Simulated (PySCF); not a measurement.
Compound: C8H12.
SMILES: `C(C)#CCC1CCC1`

A linear-response calculation (PySCF, def2-SVPD basis, gas phase, vertical, core orbitals frozen in the response) gave these numbers; the functional is withheld.

Orbital energies (eV): HOMO-3 -10.54, HOMO-2 -10.49, HOMO-1 -8.96, HOMO -8.93, LUMO 2.32, LUMO+1 2.63, LUMO+2 2.90.

```tsv
state	E (eV)	f	main configurations (H = HOMO, L = LUMO)
S1	6.53	0.0000	H→L+5 (19%), H-1→L+6 (17%), H-1→L+2 (10%)
S2	6.78	0.0052	H-1→L+5 (35%), H→L+6 (16%), H→L (8%)
S3	6.79	0.0017	H→L+5 (45%), H-1→L+6 (11%)
S4	7.03	0.011	H-1→L (55%), H→L (19%)
S5	7.05	0.016	H→L (56%), H-1→L (20%)
S6	8.09	0.020	H→L+1 (35%), H→L+2 (22%), H→L+6 (15%)
```

Triplets, Tamm–Dancoff:

```json
{"state": "T1", "E (eV)": "5.45", "λ (nm)": "227.4", "main configurations (H = HOMO, L = LUMO)": "H-1→L+5 (27%), H→L+6 (13%), H→L+5 (10%)"}
{"state": "T2", "E (eV)": "6.01", "λ (nm)": "206.4", "main configurations (H = HOMO, L = LUMO)": "H→L+5 (23%), H-1→L+6 (18%), H-1→L+5 (10%)"}
{"state": "T3", "E (eV)": "6.01", "λ (nm)": "206.3", "main configurations (H = HOMO, L = LUMO)": "H-1→L+5 (29%), H→L+6 (15%), H→L+5 (11%)"}
{"state": "T4", "E (eV)": "6.56", "λ (nm)": "188.9", "main configurations (H = HOMO, L = LUMO)": "H→L+5 (34%), H-1→L+5 (12%), H-1→L+6 (10%)"}
```

Vertical ionisation energy by ΔSCF with the same functional: 9.17 eV. Mean static polarisability: 94.1 au.

Task: Which of these was used?
A. wB97X-D
B. PBE
C. PBE0
D. HF

Result: A. wB97X-D is range-separated, 22% exact exchange at short range and 100% at long range (ω = 0.2 bohr⁻¹). In this run −ε(HOMO) = 8.93 eV differs from the ΔSCF value by -0.25 eV, and S1 differs from the orbital gap of 11.25 eV by -4.73 eV. The ratio −ε(HOMO)/IP is 0.97. Usual ranges for neutral molecules in this basis: 0.89 to 0.99 with wB97X-D, 0.5 to 0.7 with PBE, 0.7 to 0.83 with PBE0; with Hartree–Fock the ratio is 1 or more (Koopmans' value less the relaxation energy is the ΔSCF value). The other options: PBE, a GGA without exact exchange; HF, time-dependent Hartree–Fock, 100% exact exchange; PBE0, a global hybrid with 25% exact exchange.

Method: TDDFT wB97X-D/def2-SVPD, vertical, gas phase, core orbitals frozen in the response in PySCF. One conformer (not necessarily the lowest) at the PBE0-D3(BJ)/def2-SVP geometry, without solvent, vibrations or thermal averaging.

On one thread of an Arm Neoverse N1 (shared host), this took 7.6 min.

Conformer computed: `[CH3:1][C:2]#[C:3][CH2:4][CH:5]1[CH2:6][CH2:7][CH2:8]1`: C3–C4–C5–C6 66°.
